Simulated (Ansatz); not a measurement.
A run for Ansatz (a program for electronic structure): U-PBE0/def2-TZVPP on TaN, 2S+1 = 3, a spin state set in the input, which need not be the lowest. Elements past Kr take the def2 small-core potentials; no spin–orbit coupling.

Ansatz 0.2 input:
```yaml
crystal:
  periodic: [false, false, false]
  atoms:
    - {symbol: Ta, position_ang: [0.00000000, 0.00000000, 0.00000000]}
    - {symbol: N, position_ang: [0.00000000, 0.00000000, 2.28900000]}
basis:
  gaussian:
    orbitals: def2-TZVPP
hamiltonian:
  xc: {name: PBE0}
magnetization: {spin_polarized: true, initial_magnetization: 2}
relax: {f_tol: 0.002, max_steps: 120}
```

The log:

```
WARN ansatz: RAYON_NUM_THREADS=2 ignored (pool sized by the plan → 2); use --threads N
Functional definition: PBE0
integrals: 0.02 GiB planned
563 factors; their error is unknown
mean field: 0.26 GiB planned
mean field evaluation 1: about -3001.3631 eV, gradient 7.2e1 eV
mean field evaluation 2: about -2700.6207 eV, gradient 1.5e2 eV
mean field evaluation 4: about -3015.4312 eV, gradient 6.0e1 eV
mean field evaluation 8: about -3029.4696 eV, gradient 2.2e1 eV
mean field evaluation 16: about -3033.1877 eV, gradient 9.1e-4 eV
mean field evaluation 32: about -3017.4205 eV, gradient 1.9e2 eV
mean field evaluation 64: about -3032.9709 eV, gradient 2.2e0 eV
mean field evaluation 96: about -3021.3367 eV, gradient 1.9e2 eV
mean field evaluation 128: about -3033.1877 eV, gradient 6.3e-3 eV
mean field evaluation 160: about -3032.4104 eV, gradient 5.3e-5 eV
mean field evaluation 192: about -3032.1288 eV, gradient 8.0e-2 eV
mean field evaluation 224: about -3032.9611 eV, gradient 3.7e0 eV
mean field -3033.18765591 eV, -111.4675903861 hartree, gradient 8.1e-6 eV, S^2 3.504933; 15 other end points of the search recorded, 0 dependent functions left out
the calculation of the forces begins
reference -3033.18768479 eV, -111.4675914475 hartree; 11, 9 occupied and 76, 78 virtual orbitals, 563 factors
relax step   1: F+E_penalty+E_count = -3033.18765591 eV  Δ(F+E_penalty+E_count) = +0.000e0 eV  max|allowed force component| = 4.911e0 eV/Å  Δτ_max = 0.0000 Å  (842 SCF iters, accepted)
these checks for a lower state are left out or cut short: starts, cluster_reference, orbital_swaps, neighbouring_geometries, increment
integrals: 0.02 GiB planned
563 factors; their error is unknown
mean field: 0.27 GiB planned
mean field evaluation 256: about -3035.5939 eV, gradient 1.2e-3 eV
mean field -3035.59390046 eV, -111.5560182426 hartree, gradient 8.9e-6 eV, S^2 2.244322; 1 other end points of the search recorded, 0 dependent functions left out
the calculation of the forces begins
reference -3035.59393020 eV, -111.5560193355 hartree; 11, 9 occupied and 76, 78 virtual orbitals, 563 factors
relax step   2: F+E_penalty+E_count = -3035.59390046 eV  Δ(F+E_penalty+E_count) = -2.406e0 eV  max|allowed force component| = 6.796e0 eV/Å  Δτ_max = 0.1950 Å  (77 SCF iters, accepted)
these checks for a lower state are left out or cut short: starts, cluster_reference, orbital_swaps, neighbouring_geometries, increment
integrals: 0.02 GiB planned
563 factors; their error is unknown
mean field: 0.27 GiB planned
mean field -3035.48578635 eV, -111.5520451223 hartree, gradient 2.3e-5 eV, S^2 2.011396; 0 other end points of the search recorded, 0 dependent functions left out
the calculation of the forces begins
reference -3035.48581682 eV, -111.5520462419 hartree; 11, 9 occupied and 76, 78 virtual orbitals, 563 factors
relax step   3: F+E_penalty+E_count = -3035.48578635 eV  Δ(F+E_penalty+E_count) = +1.081e-1 eV  max|allowed force component| = 1.437e1 eV/Å  Δτ_max = 0.1950 Å  (48 SCF iters, rejected (line search))
these checks for a lower state are left out or cut short: starts, cluster_reference, orbital_swaps, neighbouring_geometries, increment
integrals: 0.02 GiB planned
563 factors; their error is unknown
mean field: 0.27 GiB planned
mean field -3036.51639578 eV, -111.5899193204 hartree, gradient 8.4e-6 eV, S^2 2.039398; 0 other end points of the search recorded, 0 dependent functions left out
the calculation of the forces begins
reference -3036.51642582 eV, -111.5899204243 hartree; 11, 9 occupied and 76, 78 virtual orbitals, 563 factors
relax step   4: F+E_penalty+E_count = -3036.51639578 eV  Δ(F+E_penalty+E_count) = -9.225e-1 eV  max|allowed force component| = 1.648e0 eV/Å  Δτ_max = 0.0951 Å  (49 SCF iters, accepted)
these checks for a lower state are left out or cut short: starts, cluster_reference, orbital_swaps, neighbouring_geometries, increment
integrals: 0.02 GiB planned
563 factors; their error is unknown
mean field: 0.27 GiB planned
mean field evaluation 288: about -3036.5311 eV, gradient 3.0e-1 eV
mean field -3036.53879977 eV, -111.5907426518 hartree, gradient 1.9e-5 eV, S^2 2.028824; 0 other end points of the search recorded, 0 dependent functions left out
the calculation of the forces begins
reference -3036.53882991 eV, -111.5907437591 hartree; 11, 9 occupied and 76, 78 virtual orbitals, 563 factors
relax step   5: F+E_penalty+E_count = -3036.53879977 eV  Δ(F+E_penalty+E_count) = -2.240e-2 eV  max|allowed force component| = 7.148e-1 eV/Å  Δτ_max = 0.0220 Å  (45 SCF iters, accepted)
these checks for a lower state are left out or cut short: starts, cluster_reference, orbital_swaps, neighbouring_geometries, increment
integrals: 0.02 GiB planned
563 factors; their error is unknown
mean field: 0.27 GiB planned
mean field -3036.54309361 eV, -111.5909004473 hartree, gradient 1.3e-5 eV, S^2 2.031048; 0 other end points of the search recorded, 0 dependent functions left out
the calculation of the forces begins
reference -3036.54312372 eV, -111.5909015537 hartree; 11, 9 occupied and 76, 78 virtual orbitals, 563 factors
relax step   6: F+E_penalty+E_count = -3036.54309361 eV  Δ(F+E_penalty+E_count) = -4.294e-3 eV  max|allowed force component| = 8.137e-2 eV/Å  Δτ_max = 0.0054 Å  (41 SCF iters, accepted)
these checks for a lower state are left out or cut short: starts, cluster_reference, orbital_swaps, neighbouring_geometries, increment
integrals: 0.02 GiB planned
563 factors; their error is unknown
mean field: 0.27 GiB planned
mean field -3036.54315206 eV, -111.5909025955 hartree, gradient 2.3e-5 eV, S^2 2.031356; 0 other end points of the search recorded, 0 dependent functions left out
the calculation of the forces begins
reference -3036.54318217 eV, -111.5909037018 hartree; 11, 9 occupied and 76, 78 virtual orbitals, 563 factors
relax step   7: F+E_penalty+E_count = -3036.54315206 eV  Δ(F+E_penalty+E_count) = -5.846e-5 eV  max|allowed force component| = 1.119e-3 eV/Å  Δτ_max = 0.0007 Å  (41 SCF iters, accepted)
integrals: 0.02 GiB planned
563 factors; their error is unknown
mean field: 0.27 GiB planned
mean field evaluation 320: about -3036.5350 eV, gradient 2.6e-1 eV
mean field -3036.54315206 eV, -111.5909025955 hartree, gradient 2.5e-5 eV, S^2 2.031356; 1 other end points of the search recorded, 0 dependent functions left out
the calculation of the forces begins
reference -3036.54318217 eV, -111.5909037018 hartree; 11, 9 occupied and 76, 78 virtual orbitals, 563 factors
Total energy: -3036.54318217 eV, -111.5909037018 hartree
Atom 0 at     0.000000    -0.000000     0.305887 Å, force     0.000000     0.000000    -0.001119 eV/Å
Atom 1 at    -0.000000     0.000000     1.983113 Å, force    -0.000000    -0.000000     0.001119 eV/Å
Dipole moment:    -0.000000     0.000000    -0.994531 e Å
```

The calculation finished and met its thresholds.

Cost: roughly 80 core-seconds.
